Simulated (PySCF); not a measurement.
CH3FSZn. Atoms are numbered in the order given.

```xyz
7

Zn     0.0801    -0.7028     0.0000
F     -0.3853    -2.3892     0.0000
S      0.6774     1.3854     0.0000
C     -0.9783     2.2033     0.0000
H     -1.5603     1.9580    -0.8992
H     -0.7823     3.2849     0.0000
H     -1.5603     1.9580     0.8992
```
Charge 0, spin multiplicity 1.

The structure is a stationary point at B3LYP-D3(BJ)/def2-SVP. The structure was generated by enumeration; whether it is a known compound was not checked. Other conformers were not sampled.

All values below come from IEF-PCM-B3LYP/def2-SVP (PySCF 2.14.0).

The values are the electrostatic part of the solvation free energy, E(continuum) − E(gas) at the gas-phase geometry, in a cavity of scaled van der Waals radii (PySCF's table); cavitation and dispersion terms are not included. A continuum can't describe solvent molecules that bind to the metal. In vacuum the orbital gap is 5.22 eV. The dipole moment in vacuum is 2.07 D.

```tsv
solvent	ε	ΔG(elec) (kcal/mol)	dipole (D)	gap (eV)
water	78.36	…	…	…
tetrahydrofuran	7.43	-15.0	1.87	5.52
ethylethanoate	5.99	-14.1	1.89	5.50
```

What belongs in the gaps? (An estimate is asked for; the answer gives what the named calculation found.)


- water, ΔG(elec) (kcal/mol): -18.8
- water, dipole (D): 1.80
- water, gap (eV): 5.63
